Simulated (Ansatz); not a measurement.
Species: CH₆GeN (charge 0, doublet). It need not be the lowest isomer of its formula. SMILES: C[N][GeH3]
Geometry: optimised at B3LYP-D3(BJ)/def2-TZVP (Ansatz, a first-principles code).

Quantity: atomisation energy (electronic, to ground-state atoms), in eV. Cores are frozen in the correlated levels unless marked. Open shells are spin-unrestricted. Spin-orbit coupling is left out. The frozen core is the preceding noble-gas configuration, with the filled d and f shells of earlier blocks. Non-relativistic. The coupled-cluster limit lacks core correlation, which all-electron functionals hold. CBS(X,Y): correlation extrapolated as X^-3; Hartree-Fock from the larger set.

```
level                                        program  atomisation energy (eV)
------------------------------------  --------------  -----------------------
revPBE-D4/def2-TZVPD                  Ansatz + dftd4                      [?]
CCSD/aug-cc-pVTZ                              Ansatz                      [?]
CCSD/cc-pVQZ                                  Ansatz                    27.68
CCSD(T)/CBS(aug-cc-pVTZ,aug-cc-pVQZ)          Ansatz                    28.34
```

Complete the blanks.


- revPBE-D4/def2-TZVPD, atomisation energy (eV): 28.28
- CCSD/aug-cc-pVTZ, atomisation energy (eV): 27.40
